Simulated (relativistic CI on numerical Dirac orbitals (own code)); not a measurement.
Energy levels of Cl

Computed by Dirac-Coulomb-Breit CI, orbitals from a KLI potential per configuration, QED by a radiative potential, valence Slater integrals scaled by 0.85, P86 correlation energy added to each configuration (own radial code, finite nucleus).

Configurations in the expansion (outside the closed core [Ne]): 3s2 3p5, 3s2 3p4 4s, 3s2 3p4 4p, 3s 3p6, 3s2 3p4 3d, 3s2 3p4 5s, 3s2 3p4 5p, 3s2 3p4 4d, 3s2 3p4 6s, 3s2 3p4 4f, 3s2 3p4 6p, 3s2 3p4 5d, 3s2 3p4 5f, 3s2 3p4 5g, 3s2 3p4 6d, 3s 3p5 3d, 3s2 3p3 3d2, 3s2 3p2 3d2 4s, 3s2 3p2 3d2 4p, 3s2 3p2 3d3, 3s2 3p2 3d2 5s, 3s2 3p2 3d2 5p, 3s2 3p3 4s2, 3s2 3p2 4s2 4p, 3s2 3p2 3d 4s2, 3s2 3p2 4s2 5s, 3s2 3p2 4s2 5p. Double excitations out of closed p, d and f shells are left out; levels of such configurations are missing from the list, as are those of other unlisted configurations, and high levels can miss mixing partners. These lack a partner that the ground configuration has and come out too high: 3s2 3p4 4d, 3s2 3p4 6s, 3s2 3p4 4f, 3s2 3p4 6p, 3s2 3p4 5d.

The lowest level is 3s2 3p5 2P°_3/2, with 99 % of that term; Hund's rules for 3s2 3p5 give 2P° with J = 3/2, in agreement.

| No. | Configuration | Term | J | E (eV) | % | Next component (%) |
| --- | --- | --- | --- | --- | --- | --- |
| 1 | 3s2 3p5 | 2P° | 3/2 | 0.0000 | 99 | 1 3s2 3p3 3d2 2P° |
| 2 | 3s2 3p5 | 2P° | 1/2 | 0.1097 | 99 | 1 3s2 3p3 3d2 2P° |
| 3 | 3p4(3P) 4s | 4P | 5/2 | 8.7636 | 98 | 1 3s2 3p2 3d2 4s 4P |
| 4 | 3p4(3P) 4s | 4P | 3/2 | 8.8304 | 96 | 2 2P |
| 5 | 3p4(3P) 4s | 4P | 1/2 | 8.8729 | 98 | 1 3s2 3p2 3d2 4s 4P |
| 6 | 3p4(3P) 4s | 2P | 3/2 | 9.0510 | 96 | 2 4P |
| 7 | 3p4(3P) 4s | 2P | 1/2 | 9.1314 | 98 | 1 3s2 3p2 3d2 4s 2P |
| 8 | 3p4(3P) 4p | 4P° | 5/2 | 9.9836 | 93 | 4 4D° |
| 9 | 3p4(3P) 4p | 4P° | 3/2 | 10.0098 | 91 | 3 4D° |
| 10 | 3p4(3P) 4p | 4P° | 1/2 | 10.0400 | 95 | 1 2S° |
| 11 | 3p4(3P) 4p | 4D° | 7/2 | 10.0834 | 98 | 1 3s2 3p2 3d2 4p 4D° |
| 12 | 3p4(3P) 4p | 4D° | 5/2 | 10.1145 | 58 | 39 2D° |
| 13 | 3p4(3P) 4p | 4D° | 3/2 | 10.1586 | 77 | 14 2D° |
| 14 | 3p4(3P) 4p | 2D° | 5/2 | 10.1788 | 59 | 36 4D° |
| 15 | 3p4(3P) 4p | 4D° | 1/2 | 10.1840 | 95 | 2 2P° |
| 16 | 3p4(3P) 4p | 2D° | 3/2 | 10.2223 | 66 | 18 4D° |
| 17 | 3p4(3P) 4p | 2S° | 1/2 | 10.2566 | 56 | 39 2P° |
| 18 | 3p4(3P) 4p | 4S° | 3/2 | 10.2723 | 63 | 24 2P° |
| 19 | 3p4(3P) 4p | 2P° | 3/2 | 10.3044 | 55 | 32 4S° |
| 20 | 3p4(3P) 4p | 2P° | 1/2 | 10.3409 | 56 | 41 2S° |
| 21 | 3p4(1D) 4s | 2D | 5/2 | 10.3485 | 98 | 1 3s2 3p2 3d2 4s 2D |
| 22 | 3p4(1D) 4s | 2D | 3/2 | 10.3493 | 98 | 1 3s2 3p2 3d2 4s 2D |
| 23 | 3p4(3P) 5s | 4P | 5/2 | 10.9932 | 98 | 1 3s2 3p2 3d2 5s 4P |
| 24 | 3p4(3P) 5s | 4P | 3/2 | 11.0443 | 70 | 28 2P |
| 25 | 3p4(3P) 3d | 4D | 7/2 | 11.0715 | 92 | 4 4F |
| 26 | 3p4(3P) 3d | 4D | 5/2 | 11.0836 | 92 | 3 4F |
| 27 | 3p4(3P) 3d | 4D | 3/2 | 11.0979 | 92 | 2 3s2 3p4 4d 4D |
| 28 | 3p4(3P) 5s | 4P | 1/2 | 11.0988 | 87 | 5 3s2 3p4 3d 4D |
| 29 | 3p4(3P) 3d | 4D | 1/2 | 11.1103 | 89 | 6 3s2 3p4 5s 4P |
| 30 | 3p4(3P) 5s | 2P | 3/2 | 11.1149 | 70 | 28 4P |
| 31 | 3p4(3P) 5s | 2P | 1/2 | 11.1821 | 93 | 4 4P |
| 32 | 3p4(3P) 3d | 4F | 9/2 | 11.1957 | 99 | 1 3s2 3p2 3d3 4F |
| 33 | 3p4(3P) 3d | 2D | 5/2 | 11.2110 | 81 | 7 4F |
| 34 | 3p4(3P) 3d | 2D | 3/2 | 11.2268 | 72 | 12 2P |
| 35 | 3p4(3P) 3d | 4F | 7/2 | 11.2396 | 90 | 6 2F |
| 36 | 3p4(3P) 3d | 4F | 5/2 | 11.2809 | 88 | 8 2D |
| 37 | 3p4(3P) 3d | 2P | 1/2 | 11.2964 | 86 | 5 4P |
| 38 | 3p4(3P) 3d | 4F | 3/2 | 11.3012 | 88 | 7 2P |
| 39 | 3p4(3P) 3d | 2P | 3/2 | 11.3477 | 63 | 18 2D |
| 40 | 3p4(3P) 3d | 2F | 7/2 | 11.3540 | 93 | 5 4F |
| 41 | 3p4(3P) 3d | 4P | 1/2 | 11.3614 | 92 | 5 2P |
| 42 | 3p4(3P) 3d | 4P | 3/2 | 11.3904 | 84 | 11 2P |
| 43 | 3p4(3P) 5p | 2P° | 3/2 | 11.4092 | 49 | 26 3s2 3p4 4p 2P° |
| 44 | 3p4(3P) 5p | 4P° | 5/2 | 11.4096 | 83 | 14 4D° |
| 45 | 3p4(3P) 3d | 4P | 5/2 | 11.4180 | 59 | 39 2F |

Energies count from the lowest computed level; ° marks odd parity. Percentages are summed over parent terms; the parents shown are those of the largest component, closed shells are left out there.

The mean weight of the leading LS term, summed over parents, in these 45 levels is 83 %, and that of the leading jj configuration (from the same eigenvectors) 56 %, so LS coupling describes them better.

Correlation outside the listed configurations is missing or only estimated: errors of thousands of cm⁻¹ between configurations and terms are usual at this charge. Rates and lifetimes follow the computed energies and can be off by large factors. The fine structure of a lone outer electron comes out too small, for d and f at times inverted, and misplaced configurations move strength between like terms. 20 of the 21 excited levels that our extract of the measured tables holds in this range could be paired (the sources list more); they are missed by 1855 cm⁻¹ on average and 2883 at most, and levels without a partner can miss by more.

LS names give the leading component of a level, which can be under half, so a name can repeat, a term be missing and a line seem to break the LS rules.
